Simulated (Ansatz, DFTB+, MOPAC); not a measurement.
System: C3H4O, charge 0, multiplicity 1. SMILES: O=C1CC1

Atoms: C1, C2, C3, O4, H5, H6, H7, H8. Bonds: C1-C2, C1-C3, C1-H5, C1-H6, C2-C3, C2-H7, C2-H8, C3-O4.

Bond lengths (Å) and angles (degrees) optimised at AM1 with MOPAC; PM3 with MOPAC; PM7 with MOPAC; SCC-DFTB with DFTB+; HF/6-31G* with Ansatz (a quantum-chemistry and plane-wave program); B3LYP/6-31G* with Ansatz, each started from the B3LYP-D3(BJ)/def2-TZVP structure (Ansatz) of the last column. A row stands for all coordinates that are equal there; 7 of 10 kinds are shown. 6-31G* holds six Cartesian d functions. No wavenumbers were computed at SCC-DFTB, so these may be saddle points.

```tsv
coordinate	AM1	PM3	PM7	SCC-DFTB	HF/6-31G*	B3LYP/6-31G*	B3LYP-D3(BJ)/def2-TZVP
C1-C2	1.524	1.526	1.540	1.541	1.557	1.571	1.570
C1-C3	1.470	1.472	1.472	1.472	1.462	1.474	1.465
C1-H5	1.105	1.096	1.087	1.096	1.077	1.089	1.084
C3-O4	1.210	1.194	1.180	1.197	1.179	1.203	1.194
C2-C1-C3	58.8	58.8	58.5	58.4	57.8	57.8	57.6
C1-C3-C2	62.5	62.5	63.1	63.1	64.4	64.4	64.8
C1-C3-O4	148.8	148.8	148.5	148.4	147.8	147.8	147.6
```

Mean signed difference of all 8 bond lengths from B3LYP-D3(BJ)/def2-TZVP: AM1 0.008 Å, PM3 0.002 Å, PM7 -0.002 Å, SCC-DFTB 0.005 Å, HF/6-31G* -0.008 Å, B3LYP/6-31G* 0.006 Å.
